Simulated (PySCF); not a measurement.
Si(All)(F)2(H) (C3H6F2Si), SMILES C=CC[SiH](F)F. Coordinates come from a PBE-D3(BJ)/def2-SVP optimisation. The values are those of a single conformer.

Computed equilibrium geometry at PBE-D3(BJ)/def2-SVP (PySCF confirms it by a frequency run) as a Z-matrix (one conformer of several):
```
C
H 1 1.1113
H 1 1.1119 2 107.57
C 1 1.5019 2 111.70 3 123.20
C 4 1.3458 1 125.49 2 16.01
H 5 1.1006 4 121.27 1 177.68
H 5 1.1031 6 117.11 4 -179.54
H 4 1.1050 5 118.83 6 0.90
Si 1 1.8739 2 107.88 3 -115.71
F 9 1.6322 1 108.78 2 -179.50
F 9 1.6323 10 106.83 1 118.68
H 9 1.4927 10 108.30 11 116.67
```
Charge 0, spin multiplicity 1.
